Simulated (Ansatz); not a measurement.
Species: dichloro(diethyl)germane, C$_{4}$H$_{10}$Cl$_{2}$Ge (charge 0, singlet). 
Coordinates optimised at B3LYP-D3(BJ)/def2-TZVP (Ansatz, a first-principles code):
SMILES: C[CH2][Ge]([Cl])([Cl])[CH2]C
```xyz
17

C     -1.8920     1.9778     0.8039
C     -1.1948     0.7163     1.3132
Ge    -0.0108    -0.0808    -0.0263
Cl    -1.2431    -0.7451    -1.6984
Cl     0.8951    -1.8595     0.8522
C      1.4287     1.0343    -0.7445
C      2.3644     1.5583     0.3449
H     -2.4965     1.7675    -0.0794
H     -2.5531     2.3904     1.5685
H     -1.1740     2.7567     0.5383
H     -0.5810     0.9220     2.1926
H     -1.9136    -0.0540     1.5944
H      0.9512     1.8494    -1.2922
H      1.9631     0.4249    -1.4739
H      2.8314     0.7395     0.8939
H      3.1618     2.1652    -0.0885
H      1.8340     2.1832     1.0666
```
Charge 0, spin multiplicity 1.

Dipole moments at this geometry, in debye (magnitudes).

```json
[
 {"level": "SVWN5/def2-TZVPD", "program": "Ansatz", "dipole (D)": "3.49"},
 {"level": "BLYP/def2-TZVPD", "program": "Ansatz", "dipole (D)": "3.44"},
 {"level": "revPBE/def2-TZVPD", "program": "Ansatz", "dipole (D)": "3.43"},
 {"level": "r2SCAN/def2-TZVPD", "program": "Ansatz", "dipole (D)": "3.49"},
 {"level": "B97M-V/def2-TZVPD", "program": "Ansatz", "dipole (D)": "3.45"},
 {"level": "B3LYP/def2-TZVPD", "program": "Ansatz", "dipole (D)": "3.49"},
 {"level": "r2SCANh/def2-TZVPD", "program": "Ansatz", "dipole (D)": "3.50"},
 {"level": "r2SCAN0/def2-TZVPD", "program": "Ansatz", "dipole (D)": "3.52"},
 {"level": "HSE06/def2-TZVPD", "program": "Ansatz", "dipole (D)": "3.49"},
 {"level": "CAM-B3LYP/def2-TZVPD", "program": "Ansatz", "dipole (D)": "3.51"},
 {"level": "LC-wPBE/def2-TZVPD", "program": "Ansatz", "dipole (D)": "3.51"},
 {"level": "wB97M-V/def2-TZVPD", "program": "Ansatz", "dipole (D)": "3.44"},
 {"level": "CCSD(T)/def2-SVPD", "program": "Ansatz", "dipole (D)": "3.39"}
]
```
